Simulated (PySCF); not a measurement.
# Electronic structure of I+ (iodine, charge +1) at the PBE0 level

Configuration: [Kr] 4d10 5s2 5p4, high-spin 3P determinant. Calculation: PySCF 2.14, in x2c-TZVPall; scalar relativity by spin-free X2C-1e.

```
Total energy                                                  : -7114.83 hartree
One-electron energy                                           : -9733.94 hartree
Hartree (Coulomb) energy                                      : 2801.72 hartree
Exchange-correlation energy                                   : -182.61 hartree
⟨S²⟩                                                          : 2.0032
⟨L²⟩                                                          : 2.018
Sum of ⟨r⟩                                                    : 34.90 bohr
Sum of ⟨r²⟩                                                   : 50.71 bohr²
Traceless quadrupole moment −½Σ⟨3z² − r²⟩ along its main axis : -2.33 e·bohr²
Langevin diamagnetic susceptibility                           : -40.2 ×10⁻⁶ cm³/mol
Time after the integrals                                      : 0.83 s of wall time on 1 thread of AMD EPYC 7R43 64-Core Processor (shared host)
```

| shell | electrons | mean orbital energy (eV) | spread (eV) | rms radius, mean of both spins (bohr) |
| --- | --- | --- | --- | --- |
| 1s α | 1 | -33031.9 | 0 | 0.0311 |
| 1s β | 1 | -33031.8 | 0 | 0.0311 |
| 2s α | 1 | -5137.7 | 0 | 0.127 |
| 2s β | 1 | -5137.7 | 0 | 0.127 |
| 2p α | 3 | -4614.5 | 0.110 | 0.113 |
| 2p β | 3 | -4614.5 | 0.040 | 0.113 |
| 3s α | 1 | -1056.0 | 0 | 0.335 |
| 3s β | 1 | -1055.9 | 0 | 0.335 |
| 3p α | 3 | -884.97 | 0.258 | 0.335 |
| 3p β | 3 | -884.87 | 0.151 | 0.335 |
| 3d α | 5 | -627.04 | 0.229 | 0.314 |
| 3d β | 5 | -626.97 | 0.171 | 0.314 |
| 4s α | 1 | -198.04 | 0 | 0.787 |
| 4s β | 1 | -197.83 | 0 | 0.787 |
| 4p α | 3 | -143.70 | 0.589 | 0.845 |
| 4p β | 3 | -143.46 | 0.339 | 0.845 |
| 4d α | 5 | -63.350 | 0.660 | 0.995 |
| 4d β | 5 | -63.075 | 0.430 | 0.995 |
| 5s α | 1 | -29.159 | 0 | 2.05 |
| 5s β | 1 | -26.793 | 0 | 2.05 |
| 5p α | 3 | -17.368 | 1.230 | 2.49 |
| 5p β | 1 | -15.807 | 0 | 2.49 |

Densities and radii are taken from the X2C orbitals without a picture-change correction, which distorts them close to the nucleus.
